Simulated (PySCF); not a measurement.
C4H10OSi, SMILES C[C@@]1([SiH3])CCO1. Heavy atoms are numbered as in [CH3:1][C@@:2]1([SiH3:3])[CH2:4][CH2:5][O:6]1. Hydrogens are named by the atom that carries them.

Coordinates come from a B3LYP-D3(BJ)/def2-SVP optimisation. The structure was generated by enumeration; whether it is a known compound was not checked.

Method: PBE/def2-TZVP in PySCF.

ESP charges are fitted to the potential on shells at 1.4 to 2.0 van der Waals radii. Atomic charges (e), one atom of each kind:

```json
[
 {"atom": "C1 (CH3)", "ESP fit": "-0.76", "Mulliken": "-0.38"},
 {"atom": "C2", "ESP fit": "0.73", "Mulliken": "0.19"},
 {"atom": "Si3 (SiH3)", "ESP fit": "-0.03", "Mulliken": "0.10"},
 {"atom": "C4 (CH2)", "ESP fit": "-0.57", "Mulliken": "-0.26"},
 {"atom": "C5 (CH2)", "ESP fit": "(withheld)", "Mulliken": "-0.03"},
 {"atom": "O6", "ESP fit": "(withheld)", "Mulliken": "-0.29"},
 {"atom": "H on C1", "ESP fit": "(withheld)", "Mulliken": "0.12"},
 {"atom": "H on Si3", "ESP fit": "-0.02", "Mulliken": "-0.03"},
 {"atom": "H on C4", "ESP fit": "(withheld)", "Mulliken": "0.10"},
 {"atom": "H on C5", "ESP fit": "(withheld)", "Mulliken": "0.09"}
]
```

Question: Complete the blanks. (Estimate from the structure and the level; the computed values follow.)

Answer: 
- C5 (CH2), ESP fit: 0.27
- O6, ESP fit: -0.47
- H on C1, ESP fit: 0.18
- H on C4, ESP fit: 0.15
- H on C5, ESP fit: 0.03

Computed Mayer and Wiberg (Löwdin basis) orders of the bonds:
```tsv
bond	Mayer	Wiberg
C1–C2	0.94	1.26
C2–Si3	0.97	1.03
C2–C4	0.95	1.11
C4–C5	1.07	1.20
C2–O6	0.95	1.31
C5–O6	1.05	1.43
```
